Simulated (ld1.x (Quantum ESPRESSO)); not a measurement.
Reading a pseudo-wave (lithium)

Columns: radius, all-electron u(r) and pseudo u(r) of the 1s shell (level -51.85 eV) of lithium in the configuration 1s2 2s1 2p0; PBE, non-relativistic, TM scheme, ld1.x (Quantum ESPRESSO) 7.5.

| r (bohr) | all-electron | pseudo |
| --- | --- | --- |
| 0.210 | 1.0495 | 1.0668 |
| 0.420 | 1.1650 | 1.1650 |
| 0.630 | 0.9978 | 0.9978 |
| 0.840 | 0.7760 | 0.7760 |
| 1.050 | 0.5754 | 0.5754 |
| 1.260 | 0.4150 | 0.4150 |
| 1.470 | 0.2938 | 0.2938 |
| 1.680 | 0.2050 | 0.2050 |
| 1.890 | 0.1418 | 0.1418 |
| 2.100 | 0.0978 | 0.0978 |
| 2.310 | 0.0672 | 0.0672 |
| 2.520 | 0.0460 | 0.0460 |
| 2.730 | 0.0314 | 0.0314 |
| 2.940 | 0.0214 | 0.0214 |
| 3.150 | 0.0146 | 0.0146 |
| 3.360 | 0.0099 | 0.0099 |
| 3.570 | 0.0067 | 0.0067 |
| 3.780 | 0.0045 | 0.0045 |
| 3.990 | 0.0031 | 0.0031 |
| 4.200 | 0.0021 | 0.0021 |
| 4.410 | 0.0014 | 0.0014 |
| 4.620 | 0.0009 | 0.0009 |
| 4.830 | 0.0006 | 0.0006 |
| 5.040 | 0.0004 | 0.0004 |
| 5.250 | 0.0003 | 0.0003 |
| 5.460 | 0.0002 | 0.0002 |

(1) How many radial nodes do the two functions have?

(2) At about which radius was the pseudo-wave matched?

(3) Is the pseudo-wave norm-conserving?

## Answers

(1) The all-electron 1s function has n − l − 1 = 0; the pseudo-wave has 0.

(2) 0.40 bohr, where the columns begin to agree (steps of 0.21 bohr).

(3) Yes: the TM scheme keeps the norm inside the radius equal to the all-electron one, which fixes the energy derivative of the logarithmic derivative at the level.
